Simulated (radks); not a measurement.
Results of a calculation; reference values are marked as such.
Task: All-electron atom: Tb in [Xe] 4f9 5d1 6s0.5 6p0.5 (fractional occupations, a model configuration). Code: a radial shooting solver on a logarithmic mesh with Libxc functionals. Model: non-relativistic Kohn-Sham, SCAN, spin-polarised, spherical densities, point nucleus; open shells are filled with parallel spins first (spin-orbit coupling, left out, can overturn this in heavy ions); meta-GGA in the generalised Kohn-Sham scheme; relativity is left out, which matters for an element this heavy. Some entries of the table are withheld. Estimate them.

orbital,occ.,eigenvalue (Ry),<r^2> (bohr^2)
1s up,1,-3578.575,0.0007280
1s down,1,-3578.574,0.0007280
2s up,1,-572.7542,0.01154
2s down,1,-572.7420,0.01154
2p up,3,-545.0283,0.008589
2p down,3,-545.0206,0.008588
3s up,1,-126.9481,0.07436
3s down,1,-126.7416,0.07421
3p up,3,-114.4664,0.06967
3p down,3,-114.2739,0.06951
3d up,5,-91.31979,0.05566
3d down,5,-91.17116,0.05550
4s up,1,-24.92168,0.3743
4s down,1,-24.53340,0.3749
4p up,3,-19.97406,0.3956
4p down,3,-19.57893,0.3964
4d up,5,-11.19395,0.4527
4d down,5,-10.78618,0.4552
5s up,1,-3.04116,2.271
5s down,1,-2.93698,2.360
5p up,3,-1.75130,3.011
5p down,3,-1.65855,3.065
4f up,7,(1),0.9442
6s up,0.5,-0.28071,23.36
4f down,2,(2),1.117
5d up,1,-0.13058,14.73
6p up,0.5,-0.11561,39.89

Result: 
(1) 4f up eigenvalue (Ry): -0.54703
(2) 4f down eigenvalue (Ry): -0.15698
